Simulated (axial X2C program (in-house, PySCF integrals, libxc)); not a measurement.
Potential curves of HfBr, 2c

Calculated with an in-house all-electron X2C program for linear molecules (integrals from PySCF). Two-component (2c) means X2C with spin–orbit coupling and atomic mean-field two-electron Coulomb and Gaunt terms. Basis: Hf dyall-cv3z [13s14p9d7f4g], Br dyall-cv3z [8s9p6d4f1g] (cores contracted in-house); Gaussian nuclei, density fitting, unrestricted open shells. Masses: Hf 179.947 u, Br 78.918 u.

State: Ω = 3/2 (⟨Sz⟩ = -0.46, ⟨Lz⟩ = 1.96 at PBE0). Energies in eV from the lowest point of each curve. Fits are polynomials in 1 − R0/R over 0.85 to 1.23 times the lowest point R0.

```json
{"R (Å)": "2.1376", "PBE0": "0.9399", "CCSD(T)": "", "HF": "1.5237", "B3LYP": "1.0397"}
{"R (Å)": "2.2359", "PBE0": "0.3758", "CCSD(T)": "0.5018", "HF": "0.7499", "B3LYP": "0.4394"}
{"R (Å)": "2.3096", "PBE0": "0.1421", "CCSD(T)": "0.2162", "HF": "0.3856", "B3LYP": "0.1821"}
{"R (Å)": "2.3833", "PBE0": "0.0267", "CCSD(T)": "0.0594", "HF": "0.1596", "B3LYP": "0.0456"}
{"R (Å)": "2.4570", "PBE0": "0.0000", "CCSD(T)": "0.0000", "HF": "0.0396", "B3LYP": "0.0000"}
{"R (Å)": "2.5430", "PBE0": "0.0505", "CCSD(T)": "0.0213", "HF": "0.0000", "B3LYP": "0.0307"}
{"R (Å)": "2.6290", "PBE0": "0.1632", "CCSD(T)": "0.1126", "HF": "0.0397", "B3LYP": "0.1257"}
{"R (Å)": "2.7396", "PBE0": "0.3674", "CCSD(T)": "0.2985", "HF": "0.1708", "B3LYP": "0.3095"}
{"R (Å)": "2.8747", "PBE0": "0.6681", "CCSD(T)": "", "HF": "0.4072", "B3LYP": "0.5881"}
{"R (Å)": "3.0713", "PBE0": "1.1426", "CCSD(T)": "", "HF": "0.8230", "B3LYP": "1.0337"}
```

Correlated methods: 19 electrons correlated (number of frozen shells: Hf 4 s, 3 p, 2 d, 1 f; Br 3 s, 2 p, 1 d), 331 virtual spin orbitals or spinors in MP2, 110 natural virtuals in coupled cluster.

The state is a single determinant with fixed occupations, the lowest that a limited PBE0 search found. Density functionals use the spin component along the axis (collinear). CCSD and (T) use frozen natural virtuals with an MP2 correction for the truncation; (T) itself is uncorrected, so its De runs slightly low. Other states lie close and PBE0, whose exact exchange favours high spin, may order them wrongly; the determinant shown need not be the ground state. The nearest other 2c determinant of the search, Ω = 1/2, lies 0.35 eV up at the distance of the search. Without a current term, density functionals place determinants with orbital angular momentum somewhat too high. The determinant is spin-polarised beyond a pure state at some levels (its spin-free form has ⟨S²⟩ too high), which makes Re and μ there less reliable. Coupled cluster ran on the points near the minimum only. MP2 and coupled cluster on one determinant become unreliable at the stretched end.

Question: Fit the PBE0 curve near its minimum: give the equilibrium distance and the harmonic wavenumber.

Answer: At PBE0, 2c: Re = 2.447 Å, ωe ≈ 249 cm⁻¹; Be follows as 0.0513 cm⁻¹.

Question: What are Re and ωe at the CCSD(T) level?

Answer: At CCSD(T), 2c: Re = 2.478 Å, ωe ≈ 247 cm⁻¹; Be follows as 0.0501 cm⁻¹.

Question: Fit the HF curve near its minimum: give the equilibrium distance and the harmonic wavenumber.

Answer: At HF, 2c: Re = 2.538 Å, ωe ≈ 232 cm⁻¹; Be follows as 0.0477 cm⁻¹.

Question: What are Re and ωe at the B3LYP level?

Answer: At B3LYP, 2c: Re = 2.466 Å, ωe ≈ 243 cm⁻¹; Be follows as 0.0505 cm⁻¹.
